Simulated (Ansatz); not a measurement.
Isolated molecules relaxed with PBE0-D4/def2-TZVP in Ansatz; ΔE leaves out vibrations. CBS: MP2 limit from def2 TZ/QZ plus the TZ coupled-cluster correction, frozen cores. This one scheme is used for every species, atoms too. DFT in def2-TZVPP. No spin–orbit coupling; open shells (•) take unrestricted orbitals. Spin–orbit coupling would lower the free atoms: a little for O; clearly for Ge; strongly for Te. def2 core potentials past Kr. For Ge, Te outer-core shells are correlated without core-valence functions, so the limit isn't a true one: a few kJ/mol of doubt a bond, and 10 to 20 or more in all where bonds break to atoms. Scalar relativity is left out up to krypton. Each species was taken in one conformer, which may not be the lowest.

`[OH][GeH2][TeH]` → Ge• + 4 H• + O• + Te•  (atomization)

`[OH][GeH2][TeH]`:

Cartesian coordinates in Å:
```
O -1.764 0.070 -0.170
Ge -0.064 0.584 -0.281
Te 1.499 -1.431 -0.498
H -1.879 -0.679 0.419
H -0.013 1.425 -1.559
H 0.345 1.372 0.976
H 1.875 -1.340 1.113
```

```json
{"species": "`[OH][GeH2][TeH]`", "r2SCAN energy (Eh)": "-2422.79012"}
{"species": "Ge•", "r2SCAN energy (Eh)": "-2076.90335"}
{"species": "H•", "r2SCAN energy (Eh)": "-0.49993"}
{"species": "O•", "r2SCAN energy (Eh)": "-75.05861"}
{"species": "Te•", "r2SCAN energy (Eh)": "-268.08831"}
```

Problem. Work out ΔE.

Solution. ΔE = 4 × (-0.49993) + (-2076.90335) + (-75.05861) + (-268.08831) − (-2422.79012) = 0.74013 Eh = +1943.2 kJ/mol. CCSD(T)/CBS gives +1973.9 kJ/mol.

Largest T1 diagnostic among the species: 0.011.

In def2-TZVPP, CCSD(T) changes the Hartree–Fock value by +608.6 kJ/mol (the triples alone add +35.8 kJ/mol) and MP2 by +619.7 kJ/mol; breaking electron pairs costs correlation energy, which Hartree–Fock lacks. Leaving LDA and LC-ωPBE aside and taking each functional with its dispersion term where it has one, the values, not all of them listed here, spread over 89.2 kJ/mol, from BHLYP-D4 to PBE-D4. LDA lies +315.5 kJ/mol from PBE without D4, its usual overbinding. From PBE to PBE0 (25 % exact exchange), in def2-TZVPP and without D4, ΔE moves by −39.8 kJ/mol: exact exchange takes away binding that semilocal exchange gives to molecules.

For atomizations the MP2-based limit and the directly extrapolated one differ by several kJ/mol either way, and by 10 to 25 for some Ge, Se and Sn compounds, so smaller differences from it don't rank the levels.
